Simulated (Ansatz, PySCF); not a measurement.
Gas-phase reaction R1 → P1 + P2, each structure at its B3LYP-D3(BJ)/def2-TZVP stationary point, reached from a drawn start (curvature not checked).
R1: H6W (SMILES [WH6]), charge 0, multiplicity 1.
P1, H5W (SMILES [WH5]) (charge 0, multiplicity 2):
```xyz
6

W     -0.24550    -0.00171     0.00194
H      0.56471     0.00930     1.48906
H      0.54518    -0.00200    -1.49563
H      1.43309     0.01238    -0.00985
H     -1.16071     1.45544     0.00115
H     -1.13687    -1.47340     0.01333
```
P2: H atom, charge 0, multiplicity 2.

P less R. No zero-point or thermal terms; singlets are restricted closed shells; open shells are unrestricted; no spin–orbit coupling. The spin states of the d-block species are the ones drawn and need not be the lowest.

Correlated levels freeze the cores. CBS(a, b) extrapolates the correlation energy as X⁻³ and adds the Hartree–Fock energy of set b.

Programs: Ansatz (Gaussian basis) for Hartree–Fock, density functionals and correlated methods; PySCF for M06-2X. All values are computed, each at the level named. Elements past Kr take the def2 small-core potentials, without spin–orbit coupling.

```tsv
level	reaction energy (eV)
HF/def2-QZVPP	1.537
BHLYP/def2-TZVPP	2.715
M06-2X/def2-TZVPP	2.795
CAM-B3LYP/def2-TZVPP	2.904
SCS-MP2/def2-SVP	2.875
SCS-MP2/def2-QZVPP	3.151
CCSD/def2-SVP	2.699
CCSD(T)/def2-TZVPP	[?]
CCSD(T)/CBS(def2-TZVPP, def2-QZVPP)	[?]
```

Task: What belongs in the gaps?

Result: 
- CCSD(T)/def2-TZVPP, reaction energy (eV): 2.957
- CCSD(T)/CBS(def2-TZVPP, def2-QZVPP), reaction energy (eV): 3.026

Ansatz is a program for electronic structure.
